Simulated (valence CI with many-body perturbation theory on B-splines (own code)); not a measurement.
Dy XXXIV: electric-dipole lines

Level of theory: configuration interaction combined with many-body perturbation theory (CI+MBPT): five valence electrons over a frozen Dirac-Fock core [Ar] 3d10, a basis of 11 s, 11 p, 10 d, 8 f, 5 g, 2 h functions for each j, with the one-electron correlation potential Σ1, the two-electron term Σ2, the three-electron term Σ3, Breit, model QED; selected CI, second order for the rest, scaled by the run's own slope (own B-spline code, finite nucleus).

No measured spectrum was set against this ion. As an estimate, large intervals hold to a few tenths of a per cent, small ones and those within an open d or f shell to about a per cent. Among the levels kept, up to 2100 cm⁻¹ of a level comes from second order outside the variational space, and about a tenth of that is noise between levels of different J, which matters for small intervals.

Lines 51 to 100 of 559 in falling wavelength, among levels below 28.473 Ry, chosen from the strongest by gf and those to the six lowest levels. Wavelengths and rates use the calculated energies. Electric multipoles are in the length gauge, E1 and E2 with the static RPA response of the core. Weak lines are less certain than strong ones. Lines between different terms over intervals too small for the method are left out, as are lines whose strength nearly cancels. Where a level lies close to another of its J and parity, the split of strength between their lines is uncertain. The highest levels of a list are the least certain.

Levels are named by their leading jj configuration (3d3/2^4 stands for four electrons in 3d with j = 3/2), which in mixed levels can hold well under half, so a name can repeat and another be missing. Letters in brackets count levels of one name in rising energy.

| λ vac (nm) | Upper | Lower | A (s⁻¹) | S (a.u.) with core polarisation | S without |
| --- | --- | --- | --- | --- | --- |
| 10.05 | (4s 4p1/2 4p3/2^3) J=3/2 | (4s^2 4p1/2 4p3/2^2) J=3/2 | 9.60e+09 | 1.92e-02 | 2.07e-02 |
| 9.964 | (4s 4p3/2^3 4d5/2) J=9/2 | (4s^2 4p3/2^2 4d5/2) J=9/2 | 2.44e+10 | 1.19e-01 | 1.28e-01 |
| 9.949 | (4s 4p1/2 4p3/2^2 4d5/2) J=3/2 [c] | (4s^2 4p1/2 4p3/2 4d5/2) J=1/2 | 2.87e+10 | 5.59e-02 | 5.99e-02 |
| 9.920 | (4s 4p1/2^2 4p3/2 4d3/2) J=5/2 [a] | (4s 4p1/2^2 4p3/2^2) J=5/2 | 7.21e+09 | 2.08e-02 | 2.21e-02 |
| 9.880 | (4s 4p1/2^2 4p3/2 4d3/2) J=3/2 [a] | (4s 4p1/2^2 4p3/2^2) J=5/2 | 1.11e+10 | 2.12e-02 | 2.25e-02 |
| 9.852 | (4s^2 4p1/2 4p3/2 4d3/2) J=3/2 [a] | (4s^2 4p1/2 4p3/2^2) J=3/2 | 1.62e+10 | 3.06e-02 | 3.28e-02 |
| 9.851 | (4s 4p1/2^2 4p3/2 4d5/2) J=7/2 [a] | (4s^2 4p1/2^2 4d5/2) J=5/2 | 1.41e+10 | 5.34e-02 | 5.73e-02 |
| 9.833 | (4s 4p3/2^3 4d5/2) J=9/2 | (4s^2 4p3/2^2 4d5/2) J=7/2 | 2.36e+10 | 1.11e-01 | 1.19e-01 |
| 9.818 | (4s 4p1/2 4p3/2^3) J=5/2 | (4s^2 4p1/2 4p3/2^2) J=5/2 | 1.60e+10 | 4.50e-02 | 4.83e-02 |
| 9.803 | (4s 4p3/2^4) J=1/2 [a] | (4s^2 4p3/2^3) J=3/2 | 2.83e+10 | 2.63e-02 | 2.83e-02 |
| 9.751 | (4s 4p1/2^2 4p3/2 4d3/2) J=7/2 | (4s 4p1/2^2 4p3/2^2) J=5/2 | 7.17e+08 | 2.63e-03 | 2.76e-03 |
| 9.649 | (4s 4p1/2 4p3/2^2 4d5/2) J=5/2 [g] | (4s^2 4p1/2 4p3/2 4d5/2) J=5/2 [b] | 1.99e+10 | 5.29e-02 | 5.66e-02 |
| 9.642 | (4s^2 4p3/2^2 4f7/2) J=7/2 | (4s^2 4p3/2^2 4d5/2) J=5/2 [b] | 3.31e+10 | 1.17e-01 | 1.26e-01 |
| 9.632 | (4s 4p1/2 4p3/2^2 4d5/2) J=7/2 [d] | (4s^2 4p1/2 4p3/2 4d5/2) J=7/2 [b] | 2.36e+10 | 8.31e-02 | 8.92e-02 |
| 9.629 | (4s 4p1/2 4p3/2^3) J=1/2 | (4s^2 4p1/2 4p3/2^2) J=1/2 | 1.49e+10 | 1.31e-02 | 1.41e-02 |
| 9.503 | (4s 4p1/2^2 4p3/2 4d5/2) J=7/2 [b] | (4s^2 4p1/2^2 4d5/2) J=5/2 | 5.62e+10 | 1.91e-01 | 2.04e-01 |
| 9.496 | (4s 4p1/2 4p3/2^2 4d5/2) J=5/2 [h] | (4s^2 4p1/2 4p3/2 4d5/2) J=3/2 [c] | 3.30e+10 | 8.36e-02 | 8.95e-02 |
| 9.480 | (4s^2 4p1/2 4p3/2 4f7/2) J=7/2 [a] | (4s^2 4p1/2 4p3/2 4d5/2) J=5/2 [b] | 3.50e+10 | 1.18e-01 | 1.26e-01 |
| 9.474 | (4s 4p1/2 4p3/2^3) J=5/2 | (4s^2 4p1/2 4p3/2^2) J=3/2 | 6.03e+08 | 1.52e-03 | 1.63e-03 |
| 9.444 | (4s^2 4p1/2 4p3/2 4d3/2) J=3/2 [b] | (4s^2 4p1/2 4p3/2^2) J=1/2 | 4.43e+09 | 7.37e-03 | 7.89e-03 |
| 9.429 | (4s 4p1/2 4p3/2^2 4d5/2) J=9/2 [c] | (4s^2 4p1/2 4p3/2 4d5/2) J=7/2 [b] | 1.91e+10 | 7.90e-02 | 8.47e-02 |
| 9.424 | (4s^2 4p3/2^2 4d3/2) J=5/2 | (4s^2 4p3/2^3) J=3/2 | 4.23e+09 | 1.05e-02 | 1.12e-02 |
| 9.421 | (4s^2 4p1/2 4p3/2 4d5/2) J=7/2 [a] | (4s^2 4p1/2 4p3/2^2) J=5/2 | 4.07e+08 | 1.35e-03 | 1.42e-03 |
| 9.420 | (4s 4p1/2 4p3/2^2 4d3/2) J=7/2 [b] | (4s^2 4p1/2 4p3/2 4d3/2) J=7/2 | 3.72e+10 | 1.23e-01 | 1.31e-01 |
| 9.387 | (4s 4p1/2^2 4p3/2 4d3/2) J=3/2 [b] | (4s^2 4p1/2^2 4d3/2) J=3/2 | 7.45e+10 | 1.22e-01 | 1.30e-01 |
| 9.381 | (4s^2 4p3/2 4d3/2 4d5/2) J=5/2 [e] | (4s^2 4p3/2^2 4d5/2) J=3/2 | 3.05e+10 | 7.45e-02 | 7.99e-02 |
| 9.356 | (4s 4p1/2 4p3/2^2 4d5/2) J=7/2 [b] | (4s^2 4p1/2 4p3/2 4d3/2) J=5/2 [b] | 2.59e+10 | 8.36e-02 | 8.95e-02 |
| 9.348 | (4s 4p3/2^3 4d5/2) J=7/2 | (4s^2 4p3/2^2 4d5/2) J=7/2 | 1.49e+10 | 4.79e-02 | 5.14e-02 |
| 9.311 | (4s^2 4p1/2 4p3/2 4d5/2) J=3/2 [a] | (4s^2 4p1/2 4p3/2^2) J=1/2 | 1.52e+09 | 2.42e-03 | 2.62e-03 |
| 9.256 | (4s^2 4p1/2 4d5/2^2) J=9/2 | (4s^2 4p1/2 4p3/2 4d5/2) J=7/2 [b] | 3.59e+10 | 1.41e-01 | 1.50e-01 |
| 9.251 | (4s^2 4p3/2 4d5/2^2) J=11/2 | (4s^2 4p3/2^2 4d5/2) J=9/2 | 1.82e+10 | 8.53e-02 | 9.09e-02 |
| 9.244 | (4s 4p1/2^2 4p3/2 4d3/2) J=3/2 [b] | (4s 4p1/2^2 4p3/2^2) J=5/2 | 5.84e+08 | 9.11e-04 | 9.54e-04 |
| 9.213 | (4s^2 4p3/2 4d3/2 4d5/2) J=5/2 [c] | (4s^2 4p3/2^2 4d3/2) J=3/2 [b] | 2.13e+10 | 4.93e-02 | 5.29e-02 |
| 9.212 | (4s 4p1/2 4p3/2^2 4d3/2) J=3/2 [b] | (4s^2 4p1/2 4p3/2 4d3/2) J=5/2 [a] | 7.04e+10 | 1.09e-01 | 1.16e-01 |
| 9.156 | (4s 4p1/2 4p3/2^2 4d3/2) J=7/2 [c] | (4s^2 4p1/2 4p3/2 4d3/2) J=7/2 | 2.18e+10 | 6.61e-02 | 7.09e-02 |
| 9.150 | (4s 4p1/2 4p3/2^2 4d3/2) J=1/2 [c] | (4s^2 4p1/2 4p3/2 4d3/2) J=3/2 [b] | 9.53e+10 | 7.20e-02 | 7.69e-02 |
| 9.115 | (4s 4p1/2^2 4p3/2 4d5/2) J=5/2 [b] | (4s^2 4p1/2^2 4d5/2) J=5/2 | 5.86e+10 | 1.31e-01 | 1.40e-01 |
| 9.099 | (4s 4p1/2 4p3/2^2 4d3/2) J=5/2 [d] | (4s^2 4p1/2 4p3/2 4d3/2) J=7/2 | 5.32e+10 | 1.19e-01 | 1.27e-01 |
| 9.085 | (4s 4p1/2^2 4p3/2^2) J=1/2 | (4s^2 4p1/2^2 4p3/2) J=3/2 | 9.66e+10 | 7.15e-02 | 7.63e-02 |
| 9.085 | (4s 4p1/2 4p3/2^2 4d3/2) J=7/2 [b] | (4s^2 4p1/2 4p3/2 4d3/2) J=5/2 [a] | 1.72e+10 | 5.10e-02 | 5.47e-02 |
| 9.064 | (4s^2 4p1/2 4p3/2 4d3/2) J=5/2 [b] | (4s^2 4p1/2 4p3/2^2) J=5/2 | 2.19e+08 | 4.83e-04 | 5.09e-04 |
| 9.047 | (4s 4p1/2 4p3/2^2 4d5/2) J=5/2 [b] | (4s^2 4p1/2 4p3/2 4d5/2) J=7/2 [a] | 3.21e+10 | 7.03e-02 | 7.50e-02 |
| 9.047 | (4s^2 4p1/2 4p3/2 4d3/2) J=3/2 [b] | (4s^2 4p1/2 4p3/2^2) J=5/2 | 4.81e+10 | 7.03e-02 | 7.52e-02 |
| 9.037 | (4s^2 4p1/2 4d3/2 4d5/2) J=5/2 | (4s^2 4p1/2 4p3/2 4d5/2) J=5/2 [a] | 2.91e+10 | 6.37e-02 | 6.79e-02 |
| 9.034 | (4s 4p1/2^2 4p3/2 4d3/2) J=5/2 [b] | (4s^2 4p1/2^2 4d3/2) J=3/2 | 5.26e+10 | 1.15e-01 | 1.23e-01 |
| 9.028 | (4p1/2^2 4p3/2^2 4d3/2) J=7/2 | (4s 4p1/2^2 4p3/2 4d3/2) J=7/2 | 3.44e+10 | 9.98e-02 | 1.07e-01 |
| 9.027 | (4s 4p1/2 4p3/2^2 4d5/2) J=5/2 [e] | (4s^2 4p1/2 4p3/2 4d3/2) J=5/2 [b] | 4.29e+10 | 9.34e-02 | 9.98e-02 |
| 9.026 | (4s 4p1/2 4p3/2^2 4d5/2) J=3/2 [e] | (4s^2 4p1/2 4p3/2 4d5/2) J=5/2 [b] | 8.80e+10 | 1.28e-01 | 1.36e-01 |
| 9.019 | (4s^2 4p1/2 4d3/2 4d5/2) J=7/2 | (4s^2 4p1/2 4p3/2 4d3/2) J=7/2 | 7.87e+10 | 2.28e-01 | 2.43e-01 |
| 9.018 | (4s 4p1/2^2 4p3/2 4d5/2) J=3/2 [b] | (4s^2 4p1/2^2 4d5/2) J=5/2 | 1.30e+11 | 1.88e-01 | 2.01e-01 |
